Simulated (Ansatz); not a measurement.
Y3O3⁺. The state is a singlet with charge 1. Geometry r2SCAN-D4/def2-SVP, basis def2-TZVP, Ansatz.

```xyz
6

Y     1.4275    0.3547    0.3628
Y    -1.5941    0.0266    1.2580
Y    -0.7135   -0.3131   -1.8754
O     1.1530   -0.7468   -1.3280
O    -0.5330    1.0816   -0.2668
O     0.2600   -0.4031    1.8495
```

```json
{"run": "A", "HOMO (eV)": "-7.30", "LUMO (eV)": "-5.48"}
{"run": "B", "HOMO (eV)": "-9.10", "LUMO (eV)": "-4.04"}
{"run": "C", "HOMO (eV)": "-7.05", "LUMO (eV)": "-5.43"}
{"run": "D", "HOMO (eV)": "-7.16", "LUMO (eV)": "-5.71"}
{"run": "E", "HOMO (eV)": "-7.64", "LUMO (eV)": "-5.14"}
```

In the def2 sets Y takes a core potential; there is no spin–orbit coupling. HSE06 is defined as in plane-wave codes, on full-range PBE exchange. No other spin state of charge 1 was run. The structure comes from a short search, and lower isomers may exist.

The runs used HSE06, PBE, PBE0, r2SCAN, ωB97M-V. Estimate which is which.

A HSE06 (range-separated); B ωB97M-V (range-separated); C r2SCAN (0 % exact exchange); D PBE (0 % exact exchange); E PBE0 (25 % exact exchange). Exact exchange lowers occupied and raises empty levels; among semilocal functionals meta-GGAs tend to open the gap a little, and such runs are hard to tell apart. The gap grows from 1.46 eV (PBE) to 5.06 eV (ωB97M-V). The restricted singlet is unstable towards broken spin symmetry in Hartree–Fock (as tested in another run); at HSE06-D4/def2-TZVP, ωB97M-V/def2-TZVP, r2SCAN-D4/def2-TZVP, PBE-D4/def2-TZVP and others this wasn't settled.
